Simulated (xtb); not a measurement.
Cl5Sb, singlet, from a rough starting geometry; xtb with GFN2-xTB.

The xtb input:
```
$ xtb mol.xyz --gfn 2 --opt vtight --json

# file mol.xyz
6

Sb     0.05346059     0.01749053     0.03327594
Cl     2.00150919    -0.40182812    -1.23812580
Cl     1.00112997    -1.00328348     1.88712972
Cl    -1.04874517     1.05002744    -1.92443611
Cl    -1.72203001    -1.66076278     0.00948296
Cl    -0.29891222     1.98320648     1.19044923
```

The log (banner, timings and long lists left out):

```
   ID    Z sym.   atoms
    1   51 Sb     1
    2   17 Cl     2-6

           -------------------------------------------------
          |                Calculation Setup                |
           -------------------------------------------------

           -------------------------------------------------
          |                 G F N 2 - x T B                 |
           -------------------------------------------------

          ...................................................
          :                      SETUP                      :
          :.................................................:
          :  # basis functions                  60          :
          :  # atomic orbitals                  54          :
          :  # shells                           18          :
          :  # electrons                        40          :
          :  max. iterations                   250          :
          :  Hamiltonian                  GFN2-xTB          :
          :  restarted?                      false          :
          :  GBSA solvation                  false          :
          :  PC potential                    false          :
          :  electronic temp.          300.0000000     K    :
          :  accuracy                    1.0000000          :
          :  -> integral cutoff          0.2500000E+02      :
          :  -> integral neglect         0.1000000E-07      :
          :  -> SCF convergence          0.1000000E-05 Eh   :
          :  -> wf. convergence          0.1000000E-03 e    :
          :  Broyden damping             0.4000000          :
          :  net charge                          0          :
          :  unpaired electrons                  0          :
          ...................................................

 iter      E             dE          RMSdq      gap      omega  full diag
   1    -25.0987199 -0.250987E+02  0.802E+00    3.07       0.0  T
   2    -25.0965381  0.218178E-02  0.530E+00    2.94       1.0  T
   3    -25.0354204  0.611178E-01  0.379E+00    2.75       1.0  T
   4    -25.1178544 -0.824340E-01  0.904E-01    2.91       1.0  T
   5    -25.1179192 -0.647849E-04  0.546E-01    2.92       1.0  T
   6    -25.1177988  0.120406E-03  0.261E-01    2.94       1.0  T
   7    -25.1179559 -0.157122E-03  0.674E-02    2.94       1.0  T
   8    -25.1179633 -0.741654E-05  0.386E-02    2.94       1.1  T
   9    -25.1179655 -0.220301E-05  0.216E-02    2.94       1.9  T
  10    -25.1179679 -0.234573E-05  0.897E-03    2.94       4.6  T
  11    -25.1179674  0.486416E-06  0.922E-03    2.94       4.4  T
  12    -25.1179681 -0.703929E-06  0.242E-03    2.94      16.8  T
  13    -25.1179681 -0.201183E-07  0.130E-03    2.94      31.3  T
  14    -25.1179681 -0.278922E-08  0.347E-04    2.94     117.6  T
  15    -25.1179681 -0.336840E-09  0.238E-04    2.94     171.2  T

   *** convergence criteria satisfied after 15 iterations ***

         :::::::::::::::::::::::::::::::::::::::::::::::::::::
         ::                     SUMMARY                     ::
         :::::::::::::::::::::::::::::::::::::::::::::::::::::
         :: total energy             -25.112764349547 Eh    ::
         :: gradient norm              0.036047819858 Eh/a0 ::
         :: HOMO-LUMO gap              2.936618280622 eV    ::
         ::.................................................::
         :: SCC energy               -25.117953260431 Eh    ::
         :: -> isotropic ES            0.035105685998 Eh    ::
         :: -> anisotropic ES          0.002136392624 Eh    ::
         :: -> anisotropic XC          0.000961270956 Eh    ::
         :: -> dispersion             -0.010405088816 Eh    ::
         :: repulsion energy           0.005188910885 Eh    ::
         :: add. restraining           0.000000000000 Eh    ::
         :: total charge              -0.000000000000 e     ::
         :::::::::::::::::::::::::::::::::::::::::::::::::::::

      -----------------------------------------------------------
     |                   =====================                   |
     |                        A N C O P T                        |
     |                   =====================                   |
     |               Approximate Normal Coordinate               |
     |                Rational Function Optimizer                |
      -----------------------------------------------------------
      -----------------------------------------------------------
     |                   =====================                   |
     |                        A N C O P T                        |
     |                   =====================                   |
     |               Approximate Normal Coordinate               |
     |                Rational Function Optimizer                |
      -----------------------------------------------------------

          ...................................................
          :                      SETUP                      :
          :.................................................:
          :   optimization level         verytight          :
          :   max. optcycles                   200          :
          :   ANC micro-cycles                  20          :
          :   degrees of freedom                12          :
          :.................................................:
          :   RF solver                   davidson          :
          :   write xtbopt.log                true          :
          :   linear?                        false          :
          :   energy convergence         0.1000000E-06 Eh   :
          :   grad. convergence          0.2000000E-03 Eh/α :
          :   maxmium RF displ.          1.0000000          :
          :   Hlow (freq-cutoff)         0.1000000E-01      :
          :   Hmax (freq-cutoff)         5.0000000          :
          :   S6 in model hess.         20.0000000          :
          ...................................................

[...]
 * total energy  :   -25.1160738 Eh     change       -0.7892865E-04 Eh
 * total energy  :   -25.1160498 Eh     change        0.2407212E-04 Eh
 * total energy  :   -25.1160750 Eh     change       -0.2519377E-04 Eh
 * total energy  :   -25.1160748 Eh     change        0.1633793E-06 Eh
 * total energy  :   -25.1160771 Eh     change       -0.2297100E-05 Eh
 * total energy  :   -25.1160776 Eh     change       -0.5091994E-06 Eh
 * total energy  :   -25.1160779 Eh     change       -0.3353161E-06 Eh
 * total energy  :   -25.1160780 Eh     change       -0.7027482E-07 Eh
 * total energy  :   -25.1160782 Eh     change       -0.2111971E-06 Eh
 * total energy  :   -25.1160781 Eh     change        0.8714809E-07 Eh
 * total energy  :   -25.1160783 Eh     change       -0.1383530E-06 Eh
 * total energy  :   -25.1160783 Eh     change        0.9916487E-08 Eh
 * total energy  :   -25.1160783 Eh     change       -0.1610366E-07 Eh
   *** GEOMETRY OPTIMIZATION CONVERGED AFTER 17 ITERATIONS ***
[...]

         :::::::::::::::::::::::::::::::::::::::::::::::::::::
         ::                     SUMMARY                     ::
         :::::::::::::::::::::::::::::::::::::::::::::::::::::
         :: total energy             -25.116078286635 Eh    ::
         :: gradient norm              0.000068852189 Eh/a0 ::
         :: HOMO-LUMO gap              3.297539456018 eV    ::
         ::.................................................::
         :: SCC energy               -25.121227740552 Eh    ::
         :: -> isotropic ES            0.034423420102 Eh    ::
         :: -> anisotropic ES          0.002265802166 Eh    ::
         :: -> anisotropic XC          0.001286833252 Eh    ::
         :: -> dispersion             -0.010459813386 Eh    ::
         :: repulsion energy           0.005149453917 Eh    ::
         :: add. restraining           0.000000000000 Eh    ::
         :: total charge               0.000000000000 e     ::
         :::::::::::::::::::::::::::::::::::::::::::::::::::::

           -------------------------------------------------
          |                Property Printout                |
           -------------------------------------------------

    * Orbital Energies and Occupations

         #    Occupation            Energy/Eh            Energy/eV
      -------------------------------------------------------------
         1        2.0000           -1.0946963             -29.7882
       ...           ...                  ...                  ...
         8        2.0000           -0.5293482             -14.4043
         9        2.0000           -0.5233655             -14.2415
        10        2.0000           -0.4859538             -13.2235
        11        2.0000           -0.4859405             -13.2231
        12        2.0000           -0.4779215             -13.0049
        13        2.0000           -0.4778834             -13.0039
        14        2.0000           -0.4722031             -12.8493
        15        2.0000           -0.4660907             -12.6830
        16        2.0000           -0.4606659             -12.5354
        17        2.0000           -0.4572310             -12.4419
        18        2.0000           -0.4572058             -12.4412
        19        2.0000           -0.4557477             -12.4015
        20        2.0000           -0.4557416             -12.4014 (HOMO)
        21                         -0.3345592              -9.1038 (LUMO)
        22                         -0.2487059              -6.7676
        23                         -0.2484276              -6.7601
        24                         -0.1735103              -4.7215
        25                         -0.0250924              -0.6828
        26                         -0.0250821              -0.6825
        27                         -0.0248160              -0.6753
        28                         -0.0247965              -0.6747
        29                         -0.0247220              -0.6727
        30                         -0.0223218              -0.6074
        31                         -0.0223013              -0.6068
       ...                                ...                  ...
        54                          1.7897371              48.7012
      -------------------------------------------------------------
                  HL-Gap            0.1211823 Eh            3.2975 eV
             Fermi-level           -0.3951504 Eh          -10.7526 eV

     #   Z          covCN         q      C6AA      α(0)
     1  51 Sb       4.079     0.343   359.885    36.115
     2  17 Cl       0.821    -0.051   100.655    15.348
     3  17 Cl       0.820    -0.096   102.042    15.453
     4  17 Cl       0.820    -0.096   102.037    15.453
     5  17 Cl       0.821    -0.051   100.654    15.348
     6  17 Cl       0.821    -0.051   100.655    15.348

 Mol. C6AA /au·bohr⁶  :       4762.775396
 Mol. C8AA /au·bohr⁸  :     269499.027521
 Mol. α(0) /au        :        113.063981

Wiberg/Mayer (AO) data.
largest (>0.10) Wiberg bond orders for each atom

 ---------------------------------------------------------------------------
     #   Z sym  total        # sym  WBO       # sym  WBO       # sym  WBO
 ---------------------------------------------------------------------------
     1  51 Sb   4.671 --     5 Cl   0.961     2 Cl   0.961     6 Cl   0.961
                             4 Cl   0.894     3 Cl   0.894
     2  17 Cl   1.376 --     1 Sb   0.961     4 Cl   0.144     3 Cl   0.144
     3  17 Cl   1.337 --     1 Sb   0.894     6 Cl   0.144     2 Cl   0.144
                             5 Cl   0.144
     4  17 Cl   1.337 --     1 Sb   0.894     6 Cl   0.144     2 Cl   0.144
                             5 Cl   0.144
     5  17 Cl   1.376 --     1 Sb   0.961     4 Cl   0.144     3 Cl   0.144
     6  17 Cl   1.376 --     1 Sb   0.961     3 Cl   0.144     4 Cl   0.144
 ---------------------------------------------------------------------------

Topologies differ in total number of bonds
Writing topology from bond orders to xtbtopo.mol

molecular dipole:
                 x           y           z       tot (Debye)
 q only:       -0.000       0.000      -0.001
   full:       -0.000       0.001      -0.001       0.003
molecular quadrupole (traceless):
                xx          xy          yy          xz          yz          zz
 q only:        0.561       0.649       0.543      -1.212       1.227      -1.104
  q+dip:        0.824       0.957       0.804      -1.792       1.809      -1.629
   full:        1.095       1.269       1.063      -2.370       2.395      -2.157

optimized geometry written to: xtbopt.xyz

           -------------------------------------------------
          | TOTAL ENERGY              -25.116078286635 Eh   |
          | GRADIENT NORM               0.000068852189 Eh/α |
          | HOMO-LUMO GAP               3.297539456018 eV   |
           -------------------------------------------------

normal termination of xtb
```
